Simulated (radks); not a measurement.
Ionisation ladder of hafnium, from Hf XXIII to Hf XLIV. Each ion is in the ground configuration listed by NIST, and IE = E(next ion) - E(this ion). Method: scalar-relativistic Kohn-Sham, PBEsol, spin-polarised, spherical densities, finite nucleus; open shells are filled with parallel spins first (spin-orbit coupling, left out, can overturn this in heavy ions); Fermi nuclear charge, rms radius 5.347 fm; computed with a radial shooting solver on a logarithmic mesh with Libxc functionals.

\begin{tabular}{lrrrrrrrr}
species & configuration & E (hartree) & IE, Delta-SCF (eV) & -e(HOMO) (eV) & HOMO & IE, NIST (eV) & kind & error (eV) \\ \hline
Hf XXIII & [Kr] 4d10 4f4 & -14875.4031 & 628.94 & 606.87 & 4f up & 650 & theory & -21.1 \\
Hf XXIV & [Kr] 4d10 4f3 & -14852.2900 & 673.91 & 651.31 & 4f up & 690 & theory & -16.1 \\
Hf XXV & [Kr] 4d10 4f2 & -14827.5242 & 719.94 & 696.83 & 4f up & 730 & theory & -10.1 \\
Hf XXVI & [Kr] 4d10 4f1 & -14801.0670 & 766.98 & 743.38 & 4f up & 772 & theory & -5.0 \\
Hf XXVII & [Kr] 4d10 & -14772.8810 & 1007.8 & 985.13 & 4d & 1002 & theory & +5.8 \\
Hf XXVIII & [Kr] 4d9 & -14735.8444 & 1054.6 & 1031.7 & 4d down & 1047 & theory & +7.6 \\
Hf XXIX & [Kr] 4d8 & -14697.0896 & 1101.8 & 1078.7 & 4d down & 1094 & theory & +7.8 \\
Hf XXX & [Kr] 4d7 & -14656.5995 & 1149.4 & 1126.1 & 4d down & 1146 & theory & +3.4 \\
Hf XXXI & [Kr] 4d6 & -14614.3589 & 1197.4 & 1173.9 & 4d down & 1195 & theory & +2.4 \\
Hf XXXII & [Kr] 4d5 & -14570.3553 & 1258.5 & 1234.2 & 4d up & 1245 & theory & +13.5 \\
Hf XXXIII & [Kr] 4d4 & -14524.1060 & 1308.6 & 1284.1 & 4d up & 1311 & theory & -2.4 \\
Hf XXXIV & [Kr] 4d3 & -14476.0175 & 1359.0 & 1334.3 & 4d up & 1362 & theory & -3.0 \\
Hf XXXV & [Kr] 4d2 & -14426.0737 & 1409.9 & 1385.0 & 4d up & 1417 & theory & -7.1 \\
Hf XXXVI & [Kr] 4d1 & -14374.2601 & 1461.1 & 1436.1 & 4d up & 1467 & theory & -5.9 \\
Hf XXXVII & [Kr] & -14320.5650 & 1694.8 & 1670.1 & 4p & 1669 & theory & +25.8 \\
Hf XXXVIII & [Ar] 3d10 4s2 4p5 & -14258.2839 & 1745.6 & 1721.2 & 4p down & 1719 & theory & +26.6 \\
Hf XXXIX & [Ar] 3d10 4s2 4p4 & -14194.1325 & 1795.9 & 1771.8 & 4p down & 1776 & theory & +19.9 \\
Hf XL & [Ar] 3d10 4s2 4p3 & -14128.1357 & 1861.3 & 1836.0 & 4p up & 1827 & theory & +34.3 \\
Hf XLI & [Ar] 3d10 4s2 4p2 & -14059.7349 & 1913.5 & 1888.4 & 4p up & 1963 & theory & -49.5 \\
Hf XLII & [Ar] 3d10 4s2 4p1 & -13989.4134 & 1965.1 & 1940.4 & 4p up & 2022 & theory & -56.9 \\
Hf XLIII & [Ar] 3d10 4s2 & -13917.1986 & 2170.3 & 2145.8 & 4s & 2159 & theory & +11.3 \\
Hf XLIV & [Ar] 3d10 4s1 & -13837.4401 & 2229.2 & 2204.4 & 4s up & 2219 & semi-emp. & +10.3 \\
\end{tabular}

Reference values: NIST Atomic Spectra Database (exp. = measured, semi-emp. = semi-empirical, theory = theoretical value adopted there). The ionisation energy per charge of the ion left behind rises most, in proportion, at Hf XXVII ([Kr] 4d10), from 29.499 to 37.327 eV. Open shells are spherical and high-spin; term and fine-structure splittings are not resolved. Spin-orbit splitting is averaged out at the scalar-relativistic level.
